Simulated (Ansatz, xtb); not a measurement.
Species: sum formula NaOH, net charge 1, doublet state. SMILES of the parent species: [Na][OH]
Coordinates optimised at B3LYP-D3(BJ)/def2-TZVP (Ansatz, a first-principles code):
```xyz
3

Na     0.0000     0.0000    -1.0648
O      0.0000     0.0000     1.1927
H      0.0000     0.0000     2.1705
```
Charge +1, spin multiplicity 2.

Harmonic wavenumbers from GFN2-xTB (xtb, at its own minimum), cm⁻¹: 221, 364, 418, 3424.

### Question
Give the harmonic wavenumbers at B3LYP-D3(BJ)/def2-TZVP (Ansatz, finite differences of forces, unscaled).

### Answer
59, 269, 438, 3682 cm⁻¹. Zero-point energy 6.4 kcal/mol.

### Question
From these and the geometry, give the ideal-gas thermochemistry at 298.15 K and 1 atm (rigid rotor, harmonic oscillator).

### Answer
Point group C∞v, rotational symmetry number 1. Rotational constants 9.479, 9.479 GHz. S(trans) 36.99, S(rot) 14.87, S(vib) 6.93, S(elec, spin only) 1.38, S 60.2 cal/(mol K). H(298) - H(0) 3.05 kcal/mol; G - E(el) -8.5 kcal/mol.
